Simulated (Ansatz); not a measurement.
Born–Oppenheimer molecular dynamics of AlCl₂H₃O (7 atoms, charge 0, multiplicity 1). It starts at the highest image of a converged band, a first-order saddle point between two minima.

Theory: RKS PBE-D4/def2-SVP (Ansatz 0.2.0).

- ensemble: NVE (velocity Verlet)
- time step: 0.5 fs
- steps asked: 200
- starting velocities drawn for: 300 K
- seed: 10872

First frame:

```xyz
7
Properties=species:S:1:pos:R:3
Al 0.090 0.292 0.000
O 0.059 -0.040 1.828
H -0.777 -0.312 2.256
Cl 1.830 -0.337 -1.001
Cl -1.808 0.086 -0.903
H 0.265 1.882 0.746
H 0.135 1.200 1.560
```

How far do the bonds stretch over the last three quarters of this one trajectory? (Pairs bonded in most of those frames.)


```csv
bond,mean (Å),spread (Å),shortest,longest
Al1–O2,2.095,0.097,1.91,2.22
Al1–Cl4,2.159,0.049,2.06,2.23
Al1–Cl5,2.163,0.053,2.07,2.23
Al1–H6,1.598,0.035,1.54,1.68
O2–H3,0.983,0.027,0.93,1.05
O2–H7,0.988,0.040,0.92,1.07
```

Mean temperature of the second half: 805 K. The conserved energy stayed within 0.25 meV per atom of its start (net change -0.017 meV per atom), so the integration is sound. The system heated up, since it started high on the potential surface and ran downhill. A run of 0.1 ps of so small a system gives no equilibrium averages. The orbitals stay closed-shell, which can raise the energy where a bond breaks towards radicals; this wasn't checked here.

Time of the run: 4.3 min on 2 threads of Arm Neoverse V1, on a shared host, peak memory 0.12 GiB.
